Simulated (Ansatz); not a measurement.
`C[Si](N)(O)F` → `C[Si]N` + `OF`  (silylene formation by 1,1-elimination)

Calculated with Ansatz (gas phase, PBE0-D4/def2-TZVP geometries, no zero-point term in ΔE). CCSD(T)/CBS adds triple-zeta CCSD(T) − MP2 to the extrapolated MP2 energy (def2 sets, frozen cores). This one scheme is used for every species. DFT in def2-TZVPP. One conformer a species, not always the lowest.

Question: Is it downhill or uphill in electronic energy at CCSD(T)/CBS, and by how much? (Estimate.)

Answer: The calculation gave: Uphill: ΔE = +865.4 kJ/mol.

Question: What do these levels give: LDA (SPW92), B2PLYP, PBE-QIDH, PBE, revPBE, r2SCANh, r2SCAN0, HF/def2-SVP, CCSD/def2-SVP, CCSD(T)/def2-SVP, HF/def2-TZVPP, MP2/CBS(def2)? (Estimate.)

Answer: The calculation gave: LDA (SPW92) 851.1, B2PLYP 851.4, PBE-QIDH 885.2, PBE 793.9, revPBE 770.7, r2SCANh 869.0, r2SCAN0 884.2, HF/def2-SVP 859.3, CCSD/def2-SVP 806.6, CCSD(T)/def2-SVP 795.8, HF/def2-TZVPP 897.1, MP2/CBS(def2) 908.3 kJ/mol.

Largest T1 diagnostic among the species: 0.013.

From PBE to PBE0 (25 % exact exchange), in def2-TZVPP and without D4, ΔE moves by +44.9 kJ/mol. In def2-TZVPP, CCSD(T) changes the Hartree–Fock value by −46.8 kJ/mol (the triples alone add −9.8 kJ/mol) and MP2 by −3.9 kJ/mol.
